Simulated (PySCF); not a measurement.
# Diatomics of C with group 13

CCSD(T) with double-zeta basis sets in PySCF, for the lowest determinant that a PBE0 search found; no spin–orbit coupling. De refers to high-spin ground-configuration atoms.

| M | basis | reference, frozen orbitals | state (unpaired electrons) | Re (Å) | ωe (cm⁻¹) | De (eV) |
| --- | --- | --- | --- | --- | --- | --- |
| Al | def2-SVPD | UHF, 6 | quartet (σ ↑, π ↑↑) | 1.985 | 639 | 3.26 |
| Ga | def2-SVP | UHF, 10 | quartet (σ ↑, π ↑↑) | 2.003 | 571 | 2.95 |
| In | x2c-SVPall | UHF, 19 | quartet (σ ↑, π ↑↑) | 2.217 | 490 | 2.58 |
| Tl | def2-SVP | UHF, 5 | quartet (σ ↑, π ↑↑) | 2.306 | 435 | 2.33 |

The shortest bond is that of AlC (1.985 Å), the longest that of TlC (2.306 Å). AlC is bound most strongly (3.26 eV) and TlC least (2.33 eV).

The rows differ in basis set, which adds steps of its own.

Down a group the atoms grow and get heavier, so bonds lengthen and wavenumbers fall; this series shows no clear exception.

Correlated steps freeze the inner cores (5 to 19 orbitals); shallow outer-core shells are correlated. Correlated levels converge slowly with the basis: in double zeta they bind strong bonds too weakly, by up to about 1 eV, and carry superposition errors of some tenths. Spin–orbit coupling is left out, which matters for elements this heavy, above all for dissociation energies. The CCSD T1 diagnostic is raised in AlC, a sign that a single reference may not be enough there. States were picked by a PBE0 search and need not be the measured ground states.
